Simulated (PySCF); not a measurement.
C2H8N2Si2.
Cartesian coordinates in Å at the PBE0-D3(BJ)/def2-SVP level; atoms count from 1:
```
atom  x, y, z in Å
C1     2.2219   -0.4236    0.0859
Si2    0.5922    0.4618   -0.0740
C3     0.6215    1.3300   -1.7370
N4     0.6348    1.8403   -2.7788
N5    -0.7690   -0.5958    0.0217
Si6   -2.3230   -0.2766    0.7625
H7     2.2974   -0.9117    1.0694
H8     2.3234   -1.1951   -0.6934
H9     3.0599    0.2812   -0.0251
H10    0.3971    1.5364    0.9380
H11   -0.7088   -1.4654   -0.5007
H12   -2.8718    1.0426    0.3264
H13   -2.2302   -0.2595    2.2548
H14   -3.2455   -1.3714    0.3426
```

The closed-shell ground state was solved at several levels (PySCF, density fitting, gas phase, non-relativistic).

```json
{"level": "PBE0/pcSseg-1", "basis functions": "156", "total energy (Eh)": "-769.0492", "HOMO (eV)": "-8.01", "LUMO (eV)": "-0.51", "gap (eV)": "7.50", "dipole (D)": "4.06"}
{"level": "KT2/pcSseg-2", "basis functions": "342", "total energy (Eh)": "-777.9109", "HOMO (eV)": "-6.76", "LUMO (eV)": "-1.72", "gap (eV)": "5.04", "dipole (D)": "4.01"}
```

(1) Estimate the row for CAM-B3LYP/def2-SVPD, a basis of 192 functions; the other rows only guide the guess.

(2) Over all these levels, which gives the widest orbital gap and which the narrowest?

(3) How far do the dipole and the HOMO energy spread over the levels?

## Answers

(1) Total energy -769.1669 Eh, HOMO -9.40 eV, LUMO 0.37 eV, gap 9.77 eV, dipole 4.12 D.

(2) CAM-B3LYP/def2-SVPD (range-separated hybrid) has the widest, 9.77 eV, and KT2/pcSseg-2 (GGA) the narrowest, 5.04 eV. Functional and basis both differ between the two, so the spread mixes both effects.

(3) The dipole runs from 4.01 to 4.12 D (mean 4.06 D) and the HOMO from -9.40 to -6.76 eV.

One conformer stands for the species.
